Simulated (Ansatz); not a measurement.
`C[CH](C)[Al]([Cl])[Cl]` + H₂ → `C[CH2][Al]([Cl])[Cl]` + CH₄  (hydrogenolysis of a C–C bond)

Calculated with Ansatz (gas phase, PBE0-D4/def2-TZVP geometries, no zero-point term in ΔE). CCSD(T)/CBS is the MP2 limit (def2-TZVPP, def2-QZVPP) plus CCSD(T) − MP2 in def2-TZVPP, frozen cores. This one scheme is used for every species. Functionals use def2-TZVPP. One conformer a species, not always the lowest.

(1) Is it downhill or uphill in electronic energy at CCSD(T)/CBS, and by how much? (An estimate is asked.)

(2) What do these levels give: CAM-B3LYP-D4, r2SCAN, CCSD/def2-TZVPP, CCSD(T)/def2-TZVPP, MP2/CBS(def2), CCSD/CBS(def2)? (An estimate is asked.)

Largest T1 diagnostic among the species: 0.009.

Results:

(1) Ansatz gave: Downhill: ΔE = -77.1 kJ/mol.

(2) Computed: CAM-B3LYP-D4 -83.2, r2SCAN -81.9, CCSD/def2-TZVPP -81.9, CCSD(T)/def2-TZVPP -77.2, MP2/CBS(def2) -72.9, CCSD/CBS(def2) -81.8 kJ/mol.

The D4 term adds +11.0 kJ/mol with B3LYP and +6.2 kJ/mol with PBE0; it sums over pairs of atoms, weighted by their polarisabilities, and B3LYP, whose exchange is more repulsive, gets the larger term. Leaving LDA and LC-ωPBE aside and taking each functional with its dispersion term where it has one, the values, not all of them listed here, spread over 17.5 kJ/mol, from B97M-V to revPBE-D4. LDA lies +10.0 kJ/mol from PBE without D4.

B3LYP here is the variant with VWN-RPA as its local correlation; programs differ in this.
